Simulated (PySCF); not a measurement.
Bi(Et)(OH)2 (C2H7BiO2), SMILES [OH][Bi]([CH2]C)[OH].

Coordinates come from a B3LYP-D3(BJ)/def2-SVP optimisation. The def2 effective core potentials stand for the cores of Bi; spin–orbit coupling is left out. One conformer was computed; it need not be the lowest.

Two levels are set side by side: TDA-PBE/def2-SVPD (PySCF) and TDA-CAM-B3LYP/def2-SVPD (PySCF). Vertical, same geometry. The lowest singlet is HOMO→LUMO 96 % with PBE and HOMO→LUMO 49 %, HOMO→LUMO+1 48 % with the other functional; states are paired by order. Differences are taken from unrounded values.

| quantity | TDA-CAM-B3LYP |
|---|---|
| lowest singlet excitation (eV) | 5.04 |
| lowest triplet excitation (TDA) (eV) | 4.55 |
| first bright state (f over 0.05) (eV) | 6.47 |
| its oscillator strength | 0.06 |

Q: What does TDA-PBE give, and how far is it from TDA-CAM-B3LYP? (The exact figures need the calculation; the answer reports its results.)

A: 
```
quantity                               TDA-PBE  TDA-PBE minus TDA-CAM-B3LYP
-------------------------------------  -------  ---------------------------
lowest singlet excitation (eV)            4.43                        -0.61
lowest triplet excitation (TDA) (eV)      4.10                        -0.45
first bright state (f over 0.05) (eV)     5.99                        -0.48
its oscillator strength                   0.06                         0.00
```

Functionals without exact exchange tend to place singlet excitations lower, as here. Differences between two approximate levels are no errors against the true value.

Rough cost on one machine, each run with all the roots and properties that it gave: TDA-CAM-B3LYP against TDA-PBE about 4 times.
